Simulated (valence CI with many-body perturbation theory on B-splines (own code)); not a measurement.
Nd³⁺: M1 decay

Calculated by relativistic CI+MBPT: three valence electrons over a frozen Dirac-Fock core [Xe], a basis of 8 s, 8 p, 9 d, 9 f, 6 g, 3 h, 2 i functions for each j, with the one-electron correlation potential Σ1, the two-electron term Σ2, the three-electron term Σ3, Breit, model QED; the open f shell's mean field enters the energy denominators; selected CI, second order for the rest, scaled by the run's own slope (own B-spline code, finite nucleus).

Set against measurement, 32 paired levels are off by 185 cm⁻¹ on average, the worst by 445. These come from a selection out of Arab et al., J. Quant. Spectrosc. Radiat. Transfer 229, 145 (2019) and Gaigalas et al. (2019), from Wyart et al. (2007). Levels without a partner in it may be off by more, other configurations by several thousand cm⁻¹.

Lines 1 to 50 of 116 in falling wavelength, among levels below 83193 cm⁻¹, chosen from the decays that carry over 1 % of a level's rate. Wavelengths and rates use the calculated energies, so an error of 200 cm⁻¹ moves a line at 52560 Å by 11 % and its rate by three times that or more. S is in atomic units (e²a₀⁴ for E2 and M2, e²a₀⁶ for E3), for M1 in squared Bohr magnetons. Weak lines are less certain than strong ones. Lines between different terms over intervals too small for the method are left out, as are lines whose strength nearly cancels and 2 of this kind that miss the measured wavelength by over 7 %.

Names give the largest LS component (configuration and term), which can be under half, so a name can repeat, a term be missing and a line seem to break the LS rules; names also repeat where a configuration has a term twice. Letters in brackets count levels of one name in rising energy.

```csv
λ vac (Å),λ from measured levels,Upper,Lower,Type,A (s⁻¹),S (a.u.)
1.766e+05,,4f3 4D°_1/2,4f3 4D°_3/2,M1,1.17e-02,4.78e+00
1.022e+05,1.029e+05,4f3 4F°_7/2,4f3 4F°_5/2,M1,3.68e-02,1.16e+01
92830,95290,4f3 4F°_5/2,4f3 4F°_3/2,M1,5.15e-02,9.17e+00
78310,78430,4f3 4F°_9/2,4f3 4F°_7/2,M1,4.28e-02,7.62e+00
69100,71280,4f3 2I°_13/2,4f3 2I°_11/2,M1,3.11e-02,5.33e+00
56120,54540,4f3 4G°_7/2,4f3 4G°_5/2,M1,1.76e-01,9.21e+00
52560,51210,4f3 2G°_9/2 [a],4f3 4G°_7/2,M1,1.63e-01,8.76e+00
51530,52710,4f3 4I°_11/2,4f3 4I°_9/2,M1,3.08e-01,1.87e+01
48750,49740,4f3 4I°_13/2,4f3 4I°_11/2,M1,4.18e-01,2.51e+01
48300,49050,4f3 2K°_15/2,4f3 2K°_13/2,M1,1.07e-01,7.14e+00
47190,48050,4f3 4I°_15/2,4f3 4I°_13/2,M1,3.07e-01,1.91e+01
46080,48130,4f3 4G°_11/2,4f3 4G°_9/2,M1,1.98e-01,8.64e+00
45860,,4f3 2P°_1/2,4f3 2D°_3/2 [a],M1,8.44e-02,6.04e-01
44500,46210,4f3 4D°_7/2,4f3 4D°_5/2,M1,2.10e-01,5.48e+00
40570,43200,4f3 4G°_9/2,4f3 2G°_7/2 [a],M1,3.05e-01,7.55e+00
40080,,4f3 2P°_3/2,4f3 2D°_5/2 [a],M1,1.05e-01,1.00e+00
38310,37590,4f3 2G°_7/2 [a],4f3 4F°_9/2,M1,1.16e-02,1.93e-01
37590,,4f3 2D°_5/2 [a],4f3 2D°_3/2 [a],M1,1.17e-01,1.38e+00
33610,,4f3 2P°_3/2,4f3 2P°_1/2,M1,1.35e-01,7.58e-01
29280,29750,4f3 2H°_11/2 [a],4f3 2H°_9/2 [a],M1,3.62e-01,4.04e+00
25720,25410,4f3 2G°_7/2 [a],4f3 4F°_7/2,M1,1.68e-01,8.46e-01
24290,25080,4f3 4G°_5/2,4f3 4F°_7/2,M1,1.28e-02,4.09e-02
20550,20380,4f3 2G°_7/2 [a],4f3 4F°_5/2,M1,3.25e-01,8.37e-01
20520,,4f3 4D°_3/2,4f3 2D°_5/2 [a],M1,2.31e-02,2.96e-02
20150,20600,4f3 2G°_7/2 [a],4f3 2H°_9/2 [a],M1,2.53e-01,6.13e-01
19700,20100,4f3 4G°_9/2,4f3 4F°_9/2,M1,4.61e-01,1.31e+00
19620,20160,4f3 4G°_5/2,4f3 4F°_5/2,M1,1.83e-03,3.08e-03
19400,,4f3 2P°_3/2,4f3 2D°_3/2 [a],M1,1.15e+00,1.24e+00
18680,,4f3 4D°_3/2,4f3 2P°_1/2,M1,1.85e-01,1.79e-01
18310,18760,4f3 2G°_9/2 [a],4f3 2H°_11/2 [a],M1,3.52e-01,8.00e-01
16950,17180,4f3 4G°_7/2,4f3 4F°_7/2,M1,1.46e-01,2.11e-01
16900,,4f3 4D°_1/2,4f3 2P°_1/2,M1,1.09e-01,3.89e-02
16200,16640,4f3 4G°_5/2,4f3 4F°_3/2,M1,3.99e-03,3.78e-03
16170,16990,4f3 4G°_11/2,4f3 2H°_11/2 [a],M1,3.48e-01,6.55e-01
15740,16000,4f3 4G°_9/2,4f3 4F°_7/2,M1,5.66e-02,8.19e-02
15330,15390,4f3 2G°_9/2 [a],4f3 4F°_9/2,M1,8.45e-01,1.13e+00
14710,14970,4f3 2D°_5/2 [a],4f3 2G°_7/2 [a],M1,3.05e-02,2.16e-02
14540,14720,4f3 4G°_7/2,4f3 4F°_5/2,M1,1.39e-01,1.27e-01
14340,14840,4f3 4G°_7/2,4f3 2H°_9/2 [a],M1,1.90e-02,1.66e-02
13800,14180,4f3 4G°_11/2,4f3 4F°_9/2,M1,1.85e-02,2.16e-02
13460,13950,4f3 4G°_9/2,4f3 2H°_9/2 [a],M1,4.27e-01,3.87e-01
12990,,4f3 4D°_5/2,4f3 2D°_3/2 [a],M1,3.73e-01,1.82e-01
12970,12300,4f3 2I°_11/2,4f3 4G°_11/2,M1,9.12e-02,8.85e-02
12820,12860,4f3 2G°_9/2 [a],4f3 4F°_7/2,M1,2.84e-01,2.22e-01
12780,,4f3 2D°_3/2 [a],4f3 4S°_3/2,M1,1.15e+00,3.57e-01
12350,,4f3 4D°_1/2,4f3 2D°_3/2 [a],M1,1.09e-01,1.52e-02
11300,11120,4f3 2L°_15/2,4f3 2K°_15/2,M1,8.30e-01,7.10e-01
11260,11500,4f3 2G°_9/2 [a],4f3 2H°_9/2 [a],M1,2.13e-02,1.13e-02
11100,,4f3 2D°_3/2 [a],4f3 4F°_5/2,M1,1.01e+00,2.06e-01
10420,10810,4f3 4G°_11/2,4f3 2H°_9/2 [a],M1,8.20e-03,4.13e-03
```
